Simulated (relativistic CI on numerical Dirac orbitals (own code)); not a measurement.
## Slater and spin-orbit integrals, Co22+

These numbers are calculated, not measured: Dirac-Coulomb-Breit CI, KLI orbitals optimised for each configuration, model QED (radiative potential, 1s self-energy scaled to tabulated hydrogen-like ionisation energies), unscaled Slater integrals (own radial code, finite nucleus).

Slater integrals F^k, G^k are unscaled and averaged over j, outside the closed core 1s2; ζ comes from projecting the Hamiltonian with its Breit term on Σ l·s of the shell.

- 2s2 2p: ζ(2p) = 95019 cm⁻¹; <r>(2p) = 0.2018, <r^2>(2p) = 0.04919 (bohr units).
- 2s 2p2: F^2(2p,2p) = 472800, G^1(2s,2p) = 503760, ζ(2p) = 94110 cm⁻¹; <r>(2s) = 0.2352, <r^2>(2s) = 0.06475, <r>(2p) = 0.2022, <r^2>(2p) = 0.04937 (bohr units).
- 2p3: F^2(2p,2p) = 471160, ζ(2p) = 93235 cm⁻¹; <r>(2p) = 0.2028, <r^2>(2p) = 0.0497 (bohr units).

Averages of the first 10 configurations, taken without configuration mixing, which lowers the lowest level and can move excited configurations by several eV; other configurations of the list can lie among them:

```json
{"Configuration": "2s2 2p", "Parity": "odd", "States": "6", "Average energy above the lowest level (eV)": "16.5"}
{"Configuration": "2s 2p2", "Parity": "even", "States": "30", "Average energy above the lowest level (eV)": "93.4"}
{"Configuration": "2p3", "Parity": "odd", "States": "20", "Average energy above the lowest level (eV)": "190.7"}
{"Configuration": "2p2 3s", "Parity": "even", "States": "30", "Average energy above the lowest level (eV)": "1252.4"}
{"Configuration": "2p2 3p", "Parity": "odd", "States": "90", "Average energy above the lowest level (eV)": "1276.7"}
{"Configuration": "2p2 3d", "Parity": "even", "States": "150", "Average energy above the lowest level (eV)": "1298.6"}
{"Configuration": "2s2 3s", "Parity": "even", "States": "2", "Average energy above the lowest level (eV)": "1105.9"}
{"Configuration": "2s2 3p", "Parity": "odd", "States": "6", "Average energy above the lowest level (eV)": "1133.2"}
{"Configuration": "2s2 3d", "Parity": "even", "States": "10", "Average energy above the lowest level (eV)": "1155.3"}
{"Configuration": "2s 2p 3s", "Parity": "odd", "States": "24", "Average energy above the lowest level (eV)": "1168.8"}
```
